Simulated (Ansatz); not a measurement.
Ansatz (a first-principles code) input (CCSDT(Q)/cc-pV(D+d)Z):
A basis named .json is the Basis Set Exchange file of that set.

Ansatz 0.2 input:
```yaml
crystal:
  periodic: [false, false, false]
  atoms:
    - {symbol: Al, position_ang: [-0.00000000, -0.00000000, -0.12227900]}
    - {symbol: H, position_ang: [0.00000000, 0.00000000, 1.58962694]}
basis:
  gaussian:
    orbitals: cc-pV_D+d_Z.json
total_charge: -1
magnetization: {spin_polarized: true, initial_magnetization: 1}
correlation: {method: ccsdt_q, electrons: outside_noble_gas}
```

End of the output:

```
integrals: 0.01 GiB planned
504 factors; integrals over basis functions are off by at most 1.7e-7 eV
mean field: 0.06 GiB planned
mean field evaluation 1: about -6596.5725 eV, gradient 5.1e0 eV
mean field evaluation 2: about -6596.5728 eV, gradient 5.1e0 eV
mean field evaluation 4: about -6597.0210 eV, gradient 5.7e-1 eV
mean field evaluation 8: about -6597.0294 eV, gradient 1.1e-4 eV
mean field evaluation 16: about -6597.0377 eV, gradient 5.7e-4 eV
mean field evaluation 32: about -6597.0294 eV, gradient 5.0e-5 eV
mean field evaluation 64: about -6597.0297 eV, gradient 5.1e-3 eV
mean field evaluation 96: about -6595.5645 eV, gradient 1.8e0 eV
mean field evaluation 128: about -6595.6147 eV, gradient 3.7e0 eV
mean field evaluation 160: about -6595.2869 eV, gradient 2.1e-3 eV
mean field evaluation 192: about -6594.3587 eV, gradient 1.0e-2 eV
mean field evaluation 224: about -6597.0294 eV, gradient 9.5e-3 eV
mean field evaluation 256: about -6595.1299 eV, gradient 6.1e-2 eV
mean field evaluation 288: about -6594.3587 eV, gradient 9.4e-4 eV
mean field -6597.03774295 eV, -242.4366654207 hartree, gradient 2.0e-6 eV, S^2 0.902423; 10 other end points of the search recorded, 0 dependent functions left out
determinant -6597.03774295 eV, -242.4366654207 hartree, with singles and doubles -6599.18124987 eV, -242.5154378471 hartree
determinant -6595.28685609 eV, -242.3723215152 hartree, with singles and doubles -6597.49761771 eV, -242.4535655063 hartree
determinant -6595.13009652 eV, -242.3665607075 hartree, with singles and doubles -6597.30001528 eV, -242.4463037509 hartree
determinant -6594.35871979 eV, -242.3382131352 hartree, with singles and doubles -6596.54190802 eV, -242.4184438232 hartree
determinant -6597.02941114 eV, -242.4363592324 hartree, with singles and doubles -6599.19467330 eV, -242.5159311490 hartree
determinant -6597.03774295 eV, -242.4366654207 hartree, with singles and doubles -6599.19114619 eV, -242.5158015300 hartree
determinant -6597.02941114 eV, -242.4363592324 hartree, with singles and doubles -6599.19472974 eV, -242.5159332231 hartree
5 core orbitals not correlated
reference -6597.02941114 eV, -242.4363592324 hartree; 3, 2 occupied and 20, 21 virtual orbitals, 504 factors
second order -1.55012320 eV of doubles, -0.00000000 eV of singles
coupled cluster: 0.07 GiB planned
cycle   1  -1.94725151 eV  change   -4.0e-1 eV  update   7.0e-2
cycle   2  -2.20403530 eV  change   -2.6e-1 eV  update   3.5e-2
cycle   3  -2.22162553 eV  change   -1.8e-2 eV  update   1.0e-2
cycle   4  -2.22636935 eV  change   -4.7e-3 eV  update   3.3e-3
cycle   5  -2.22504051 eV  change    1.3e-3 eV  update   1.2e-3
cycle   6  -2.22468050 eV  change    3.6e-4 eV  update   4.5e-4
cycle   7  -2.22506588 eV  change   -3.9e-4 eV  update   1.7e-4
cycle   8  -2.22501113 eV  change    5.5e-5 eV  update   6.5e-5
cycle   9  -2.22495214 eV  change    5.9e-5 eV  update   2.3e-5
cycle  10  -2.22496802 eV  change   -1.6e-5 eV  update   8.4e-6
cycle  11  -2.22496974 eV  change   -1.7e-6 eV  update   3.6e-6
cycle  12  -2.22496921 eV  change    5.3e-7 eV  update   1.7e-6
cycle  13  -2.22496816 eV  change    1.0e-6 eV  update   6.9e-7
cycle  14  -2.22496852 eV  change   -3.6e-7 eV  update   3.5e-7
perturbative correction -0.00117684 eV, -0.0000432479 hartree
Total energy: -6599.25555650 eV, -242.5181685653 hartree
```
